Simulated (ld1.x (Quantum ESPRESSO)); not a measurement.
# Nb (Z = 41), TM: configuration errors across variants

* Element: niobium
* Generator: ld1.x (Quantum ESPRESSO) 7.5
* Type: norm-conserving Troullier–Martins (Kleinman–Bylander form)
* Functional: PBE
* Relativity: scalar-relativistic
* Frozen core: [Ar] 3d10 4s2
* Valence charge: 11
* Reference configuration: 4p6 4d4 5s1 5p0
* Partial waves: 5s (bound): rc 2.95 bohr; 4d (bound): rc 1.45 bohr; 4p (bound): rc 2.20 bohr
* Local potential: the p channel
* Core correction: none

All-electron excitation energies from the reference (eV): (1) 4p6 4d4 5s0 5p0 6.637; (2) 4p6 4d3 5s0 5p0 20.677; (3) 4p6 4d2 5s0 5p0 45.402; (4) 4p6 4d1 5s0 5p0 82.308; (5) 4p6 4d3 5s2 5p0 -0.516; (6) 4p6 4d5 5s0 5p0 1.270.

3 further variants failed, have other tests or another functional or relativity, and are left out.

A true bound ghost makes a file unfit for plane-wave use even where its test errors are small: the radial tests pick states by their node count and pass the ghost by.

Errors AE − PS in meV (a dash: test not solved or not reliable):

```tsv
change	(1)	(2)	(3)	(4)	(5)	(6)	bound ghosts
base	-8.8	+31	+115	+233	-22	-15	s
wave 4p (bound): rc 2.20 bohr becomes 4p (bound): rc 1.72 bohr	-9.0	+27	+93	+180	-27	-17	s
wave 5s (bound): rc 2.95 bohr becomes 5s (bound): rc 4.14 bohr	-9.6	-26	-23	-5.7	+17	+9.0	s
core correction a·sin(br)/r model core inside 1.32 bohr	-13	+13	+49	+56	-26	-17	s
all radii scaled by about 1.07 (s 3.16, p 2.36, d 1.54 bohr)	-8.3	+28	+106	+217	-20	-13	s
all radii scaled by about 0.88 (s 2.60, p 1.94, d 1.28 bohr)	-8.0	+28	+100	+198	-21	-14	s
```

(1) Give the same row for: wave 4d (bound): rc 1.45 bohr becomes 4d (bound): rc 2.06 bohr.

## Answers

(1) -8.5, +30, +113, +239, -22, -14; bound ghosts: s.
